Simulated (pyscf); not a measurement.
# F–Sn:–Cl, singlet

Gas-phase minimum from PySCF at ωB97X-D3(BJ)/def2-SVP, one conformer. 

SMILES: [Cl][Sn][F]
```xyz
3

F      0.8491     0.0341    -1.4876
Sn     1.6417     0.7131     0.1584
Cl     0.4314    -0.6751     1.6499
```

Bond lengths (Å): F1–Sn2 1.949, Sn2–Cl3 2.370. Bond angles (°): F1–Sn2–Cl3 96.9.

Properties at ωB97X-D3(BJ)/def2-SVP:

```yaml
harmonic_wavenumbers_unscaled: 164, 377, 628 cm⁻¹
zero_point_energy: 1.7 kcal/mol
rotational_symmetry_number: 1
Entropy of this conformer at 298 K and 1 atm, rigid rotor and harmonic oscillator, modes under 100 cm⁻¹ raised to 100: 298.8 J/(mol K)
dipole_moment: 3.54 D
```

Single-point totals, which compare only within one level (frozen core for MP2 and CC):

```csv
level,total energy (hartree)
ωB97X-D3(BJ)/def2-TZVP,-774.58759
PBE/def2-TZVP,-774.23032
r²SCAN/def2-TZVP,-774.51853
B3LYP-D3(BJ)/def2-TZVP,-774.60381
PBE0-D3(BJ)/def2-TZVP,-774.26823
M06-2X/def2-TZVP,-774.39261
ωB97M-D3(BJ)/def2-TZVP,-774.61149
HF/def2-TZVPP,-772.45074
MP2/def2-TZVPP,-773.19236
CCSD/def2-TZVPP,-773.19705
CCSD(T)/def2-TZVPP,-773.22264
```

The CCSD(T) − MP2 part came from Ansatz, without density fitting, on the same reference. The frozen core leaves the outer d or s,p core shells of the metals and heavy elements correlated in the MP2 and CC values, and def2-TZVPP describes them poorly, so these totals are far from the basis limit. Elements past Kr carry the def2 core potentials, without spin-orbit coupling.
